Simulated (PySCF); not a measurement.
C2H6B, charge +1, multiplicity 1. Atoms are numbered in the order given.

```xyz
9

C      0.0000     0.0000     1.4795
B      0.0000     0.0000     0.0000
C      0.0000     0.0000    -1.4795
H     -0.8929    -0.5155     1.8583
H      0.8929    -0.5155     1.8583
H      0.0000     1.0311     1.8583
H     -0.8929     0.5155    -1.8583
H      0.0000    -1.0311    -1.8583
H      0.8929     0.5155    -1.8583
```
Charge +1, spin multiplicity 1.

Coordinates come from a ωB97X-D3(BJ)/def2-TZVP optimisation. The spin state was assumed, not searched. The isomer is the one that the SMILES or the coordinates give; other isomers of the formula were not compared.

These are M06-2X/def2-TZVPD (PySCF) values and carry that method's errors.

Symmetry labels are those of the subgroup C2h that the program uses (full group D3d).

Computed valence orbital energies around the gap with their symmetry:
```json
[
 {"orbital": "HOMO−7", "symmetry": "Ag", "energy (eV)": "-28.83"},
 {"orbital": "HOMO−6", "symmetry": "Bu", "energy (eV)": "-28.16"},
 {"orbital": "HOMO−5", "symmetry": "Ag", "energy (eV)": "-20.41"},
 {"orbital": "HOMO−4", "symmetry": "Bu", "energy (eV)": "-19.64"},
 {"orbital": "HOMO−3", "symmetry": "Au", "energy (eV)": "-19.64"},
 {"orbital": "HOMO−2", "symmetry": "Ag", "energy (eV)": "-18.87"},
 {"orbital": "HOMO−1", "symmetry": "Bg", "energy (eV)": "-18.87"},
 {"orbital": "HOMO", "symmetry": "Bu", "energy (eV)": "-18.51"},
 {"orbital": "LUMO", "symmetry": "Bu", "energy (eV)": "-6.51"},
 {"orbital": "LUMO+1", "symmetry": "Au", "energy (eV)": "-6.51"},
 {"orbital": "LUMO+2", "symmetry": "Ag", "energy (eV)": "-4.40"},
 {"orbital": "LUMO+3", "symmetry": "Bu", "energy (eV)": "-2.95"}
]
```
